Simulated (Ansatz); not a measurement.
`F[BH][SnH2][SiH3]` + H₂S → `FBS` + `[SiH3][SnH3]` at 600 K and 1 bar (cleavage of the B–Sn bond).

Computed with Ansatz on PBE0-D4/def2-TZVP structures; ΔE is electronic, products minus reactants. CBS: MP2 limit from def2 TZ/QZ plus the TZ coupled-cluster correction, frozen cores. This one scheme is used for every species. Elements past krypton have def2 core potentials. For Sn outer-core shells are correlated without core-valence functions, which leaves a few kJ/mol of doubt a bond. Each species was taken in one conformer, which may not be the lowest.

```csv
species,CCSD(T)/CBS energy (Eh),H − E (kJ/mol),S (J/(mol·K))
`F[BH][SnH2][SiH3]`,-631.31705,206.7,488.5
H₂S,-398.97279,60.8,230.9
`FBS`,-523.64132,98.7,314.3
`[SiH3][SnH3]`,-506.68362,166.8,381.7
```

H − E and S are ideal-gas, rigid-rotor, harmonic terms from PBE0-D4/def2-TZVP, for one conformer and one mirror image of each species. 1 Eh = 2625.50 kJ/mol, R = 8.31446 J/(mol·K).

Problem. By hand: ΔE, ΔH, ΔS and ΔG.

Solution. ΔE = (-523.64132) + (-506.68362) − (-631.31705) − (-398.97279) = -0.03510 Eh = -92.2 kJ/mol. Δ(H − E) = 98.7 + 166.8 − 206.7 − 60.8 = -2.0, so ΔH = -94.2 kJ/mol. ΔS = 314.3 + 381.7 − 488.5 − 230.9 = -23.4 J/(mol·K). ΔG = -94.2 − 600 × (-23.4)/1000 = -80.2 kJ/mol.

Problem. By hand: the equilibrium constant, and the temperature at which ΔG would vanish if ΔH and ΔS stayed fixed.

Solution. log₁₀ K = −ΔG/(RT ln 10) = 7.0. ΔG = 0 at ΔH/ΔS = 4026 K, far beyond where these terms or the molecules hold.

ΔH outweighs TΔS. A doubt of 5 kJ/mol in ΔE shifts log₁₀ K by 0.4 here. Other conformers and mirror images would add mixing entropy, several J/(mol·K) or more a flexible species. Modes under 60 cm⁻¹, often nearly free rotors, make the harmonic entropy too high. These are equilibria of isolated gas molecules and say nothing of rates. Largest T1 diagnostic: 0.014 (customary marks: 0.02 for closed shells, 0.045 for open ones).
